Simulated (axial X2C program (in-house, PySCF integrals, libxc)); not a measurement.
# Worked dissociation energy of FeAs: PBE0, without spin–orbit coupling

All values were computed with an in-house relativistic program for diatomic molecules. Spin-free means the one-electron spin-free X2C Hamiltonian. Basis: As dyall-cv3z [9s9p6d4f1g], Fe dyall-cv3z [9s10p6d3f2g] (cores contracted in-house); Gaussian nuclei, density fitting, unrestricted open shells. Masses: As 74.922 u, Fe 55.935 u.

Molecular state: M_S = 5/2, Λ = 0 (beyond evenly filled blocks: σα, π+α, π-α, δ+α, δ-α).

```
E(As) (2M_S = 3, M_L = 0) : -2260.515142 hartree
E(Fe) (2M_S = 4, M_L = 0) : -1272.422897 hartree
E(FeAs) at Re             : -3532.999029 hartree
ωe                        : 334.1 cm⁻¹
ωexe                      : 1.13 cm⁻¹
```

Q: Work out De and D0.

A: De = -2260.515142 + (-1272.422897) − (-3532.999029) = 0.06099 hartree = 1.660 eV. The zero-point energy is ωe/2 − ωexe/4 = 167 cm⁻¹ = 0.021 eV, so D0 = 1.639 eV.

The state is one determinant whose occupation by symmetry is held fixed; it was picked as the lowest of a PBE0 search that is not exhaustive. Dissociation energies refer to the lowest single-determinant-based atoms at the same level and basis. PBE0 can misorder states that lie within some tenths of an eV, so this need not be the ground state of the molecule. The nearest other spin-free determinant of the search, M_S = 3/2, Λ = 1, lies 0.38 eV up at the distance of the search.

Each atomic determinant is the lowest at this level and need not be a pure term. Totals compare only within one Hamiltonian and basis.
